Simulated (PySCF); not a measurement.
**First hyperpolarisability: `InChI=1S/C5H3NOSe/c6-3-4-1-2-5(7)8-4/h1-2,7H/p-1`, charge -1**

Molfile (atoms numbered from 1):
```
C5H2NOSe
     RDKit          3D

 10 10  0  0  0  0  0  0  0  0999 V2000
    3.5168    0.3250    0.0187 N   0  0  0  0  0  0  0  0  0  0  0  0
    2.3593    0.3287   -0.0356 C   0  0  0  0  0  0  0  0  0  0  0  0
    0.9844    0.2962   -0.0841 C   0  0  0  0  0  0  0  0  0  0  0  0
    0.1770   -0.7436    0.3245 C   0  0  0  0  0  0  0  0  0  0  0  0
   -1.1964   -0.5868    0.1942 C   0  0  0  0  0  0  0  0  0  0  0  0
   -1.6817    0.6038   -0.3367 C   0  0  0  0  0  0  0  0  0  0  0  0
   -2.7999    1.0221   -0.5661 O   0  0  0  0  0  0  0  0  0  0  0  0
   -0.0617    1.7558   -0.7571 Se  0  0  0  0  0  2  0  0  0  0  0  0
    0.6128   -1.6470    0.7313 H   0  0  0  0  0  0  0  0  0  0  0  0
   -1.9018   -1.3493    0.4883 H   0  0  0  0  0  0  0  0  0  0  0  0
  1  2  3  0
  2  3  1  0
  3  4  2  0
  4  5  1  0
  5  6  2  0
  6  7  1  0
  6  8  1  0
  8  3  1  0
  4  9  1  0
  5 10  1  0
M  CHG  1   7  -1
M  END
```

Computed with quadratic response CAM-B3LYP/aug-cc-pVDZ first hyperpolarisability, Taylor convention, gas phase in PySCF. Geometry: GFN2-xTB.

The calculation is non-relativistic, which matters for the atoms heavier than Zn. For a gas-phase anion, states above the detachment energy (about 2.5 eV, taken as minus the energy of the highest occupied orbital) lie in the continuum and depend on the basis.

(1) Give β for the processes computed.

(2) Which lowest excitations and polarisabilities go with it?

## Answers

(1) In 10⁻³⁰ esu, Taylor convention; the vector part is βᵢ = ⅓ Σⱼ (βᵢⱼⱼ + βⱼᵢⱼ + βⱼⱼᵢ):
| process | λ (nm) | β vector norm | β HRS | depolarisation ratio |
| --- | --- | --- | --- | --- |
| static β(0;0,0) | ∞ | 5.31 | 2.59 | 3.33 |
| second harmonic β(−2ω;ω,ω) | 1064 | 7.20 | 3.55 | 3.23 |
| Pockels β(−ω;ω,0) | 1064 | 5.79 | – | – |
| second harmonic β(−2ω;ω,ω) | 800 | 11.00 | 5.49 | 2.92 |
| Pockels β(−ω;ω,0) | 800 | 6.24 | – | – |

(2) S1 3.47 eV (f = 0.006); S2 3.63 eV (f = 0.000); S3 3.81 eV (f = 0.161); isotropic α 112.9 au static, 115.5 au at 1064 nm, 117.7 au at 800 nm, 125.5 au at 532 nm, 145.1 au at 400 nm.
